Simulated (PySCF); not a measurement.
Gas-phase reaction: GeH₃F + F₂ ⇌ GeF₃ + 3 H

Computed with PySCF and rigid-rotor harmonic-oscillator thermochemistry at 1 bar. † marks an energy on the PBE0/def2-TZVP geometry and frequencies; other levels use their own. CCSD(T) freezes the core. 6-31G* has spherical d functions here. Open shells (unrestricted): GeF₃ (multiplicity 2), H (multiplicity 2); the rest are closed-shell singlets. B3LYP is the form with VWN-RPA correlation. Ge: all electrons, no relativistic terms. GeF₃: computed as isolated molecules; such fragments, hydroxides, amides, oligomers or adducts are transient or little studied in the gas. CCSD(T) isn't extrapolated to the basis-set limit.

HF/def2-TZVP† gives ΔH°(298 K) = -84 kJ.

Q: What do CCSD(T)/def2-TZVPP†, B3LYP/6-31G*, ωB97M-V/def2-TZVP† give?

A: CCSD(T)/def2-TZVPP†: 142 kJ; B3LYP/6-31G*: 158 kJ; ωB97M-V/def2-TZVP†: 133 kJ. For scale, ΔH°(298 K) is -84 kJ at this level, 133 kJ at ωB97M-V/def2-TZVP†, and runs from -84 to 311 kJ over the 20 levels computed.
